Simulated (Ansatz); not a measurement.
`F[SiH2][Si](Cl)(Cl)Cl` + `N=C=O` → `O=C=N[Si](Cl)(Cl)Cl` + `F[SiH3]`  (cleavage of the Si–Si bond)

Calculated with Ansatz (gas phase, PBE0-D4/def2-TZVP geometries, no zero-point term in ΔE). CCSD(T)/CBS adds triple-zeta CCSD(T) − MP2 to the extrapolated MP2 energy (def2 sets, frozen cores). This one scheme is used for every species. Each species was taken in one conformer, which may not be the lowest.

```json
{"species": "`F[SiH2][Si](Cl)(Cl)Cl`", "CCSD/def2-TZVPP energy (Eh)": "-2058.40969"}
{"species": "`N=C=O`", "CCSD/def2-TZVPP energy (Eh)": "-168.41016"}
{"species": "`O=C=N[Si](Cl)(Cl)Cl`", "CCSD/def2-TZVPP energy (Eh)": "-1836.22398"}
{"species": "`F[SiH3]`", "CCSD/def2-TZVPP energy (Eh)": "-390.63664"}
```

(1) Work out ΔE.

Largest T1 diagnostic among the species: 0.018.

Answers

(1) ΔE = (-1836.22398) + (-390.63664) − (-2058.40969) − (-168.41016) = -0.04077 Eh = -25.6 kcal/mol. CCSD(T)/CBS gives -24.1 kcal/mol.

From BLYP to BHLYP (50 % exact exchange), in def2-TZVPP and without D4, ΔE moves by −5.5 kcal/mol. In def2-TZVPP, CCSD(T) changes the Hartree–Fock value by +5.1 kcal/mol (the triples alone add +0.8 kcal/mol) and MP2 by +2.7 kcal/mol.
